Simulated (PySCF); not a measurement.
## How methods differ on the excitation energy of Cr

Cr [Ar] 3d5 4s1 (7S) → Cr [Ar] 3d4 4s1 5s1 (7D), as a difference of total energies. Calculation: PySCF 2.14, in aug-cc-pVDZ (7s6p4d2f, 59 functions); the non-relativistic Hamiltonian (point nucleus). Correlated levels: valence: [Ar] frozen. The calculations carry no spin-orbit coupling.

| method | excitation energy (eV) |
| --- | --- |
| UHF | 4.648 |
| LDA | 6.781 |
| PBE | 6.457 |
| PBE0 | 6.124 |
| r2SCAN | 6.426 |
| M06-2X | 5.650 |
| CAM-B3LYP | 6.085 |
| wB97M-V | 5.981 |
| MP2 (valence) | 5.632 |
| SCS-MP2 (valence) | 4.976 |

Problem. How much does correlation contribute at MP2 (valence)?

Solution. 5.632 − (4.648) = 0.984 eV, measured against UHF.

A first-order spin-orbit estimate (lowest level to lowest level, LS coupling) adds -0.041 eV.

The promoted electron is Rydberg-like, and one or two diffuse shells describe it only roughly, which tends to raise the upper state.
